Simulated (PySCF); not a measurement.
The vertical singlet excitations below were computed for one of the candidates. Computed with TDDFT wB97X-D/def2-SVPD, vertical, gas phase, core orbitals frozen in the response (PySCF). Geometries: GFN2-xTB, one conformer each.

| state | E (eV) | λ (nm) | f |
| --- | --- | --- | --- |
| S1 | 4.47 | 277.1 | 0.0012 |
| S2 | 5.73 | 216.5 | 0.024 |
| S3 | 6.70 | 185.0 | 0.119 |
| S4 | 6.95 | 178.4 | 0.092 |
| S5 | 7.19 | 172.5 | 0.022 |
| S6 | 7.30 | 169.9 | 0.011 |
| S7 | 7.80 | 158.9 | 0.233 |
| S8 | 7.94 | 156.2 | 0.019 |

Question: Which candidate is it? All have the formula C5H11OP.
A. `C[C@@H]1CCC[P@@H]1=O`
B. `C[P@@]1([C@@H](CC1)C)=O`
C. `C=CPCCOC`
D. `C=C(C)P(C)(C)=O`
E. `CC(=O)CP(C)C`

Answer: E. Its S1, at 4.47 eV, is the lowest among the candidates; the nearest of the others has S1 at 5.84 eV. S1 is HOMO-1→LUMO (94%). S1 has the pattern of n→π* at C=O. At the same level the other candidates give, for their lowest levels:
- `C=CPCCOC`: 5.84 eV (f 0.221); 6.45 eV (f 0.073); 6.64 eV (f 0.019); 7.19 eV (f 0.054); 7.30 eV (f 0.049); T1 4.22 eV; HOMO -8.14, LUMO 1.88 eV
- `C=C(C)P(C)(C)=O`: 6.34 eV (f 0.004); 6.70 eV (f 0.020); 7.27 eV (f 0.400); 7.63 eV (f 0.055); 7.70 eV (f 0.010); T1 4.47 eV; HOMO -9.47, LUMO 1.48 eV
- `C[C@@H]1CCC[P@@H]1=O`: 7.07 eV (f 0.007); 7.21 eV (f 0.003); 7.47 eV (f 0.002); 7.80 eV (f 0.042); 8.00 eV (f 0.030); T1 6.81 eV; HOMO -9.39, LUMO 2.10 eV
- `C[C@@H]1CC[P@@]1(C)=O`: 7.47 eV (f 0.035); 7.54 eV (f 0.022); 7.56 eV (f 0.016); 7.81 eV (f 0.007); 7.85 eV (f 0.015); T1 7.16 eV; HOMO -9.26, LUMO 2.11 eV

The values belong to the conformer `[CH3:1][C:2](=[O:3])[CH2:4][P:5]([CH3:6])[CH3:7]`: C1–C2–C4–P5 70°, C2–C4–P5–C6 69°.
Triplets come from the Tamm–Dancoff approximation.
